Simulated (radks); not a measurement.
All-electron atom: Al in [Ne] 3s2 6s1 (not the ground configuration).

All-electron calculation, scalar-relativistic Kohn-Sham, PBE, spin-polarised, spherical densities, point nucleus; open shells are filled with parallel spins first. Program: a radial shooting solver on a logarithmic mesh with Libxc functionals.

Energy parts (eV):
| part | energy |
|---|---|
| total | -6598.967 |
| kinetic | 6611.418 |
| electron-nucleus | -15702.976 |
| Hartree | 2989.820 |
| exchange-correlation | -497.229 |

Orbitals (lengths in bohr, moments of r in powers of bohr; r(max) is where P^2 peaks):
orbital  occ.  eigenvalue (eV)   r(max)      <r^4>
1s up       1        -1518.195  0.07836  0.0009828
1s down     1        -1518.193  0.07836  0.0009828
2s up       1        -115.0703   0.4964     0.4150
2s down     1        -115.0676   0.4964     0.4150
2p up       3         -76.5597   0.4284     0.4905
2p down     3         -76.5569   0.4284     0.4904
3s up       1         -13.4237    2.016      70.86
3s down     1         -13.4032    2.016      70.31
6s up       1          -0.6225    26.44     546300

The highest occupied level is 6s up at -0.622 eV. The density falls to 0.001 e/bohr^3 at r = 3.92 bohr.
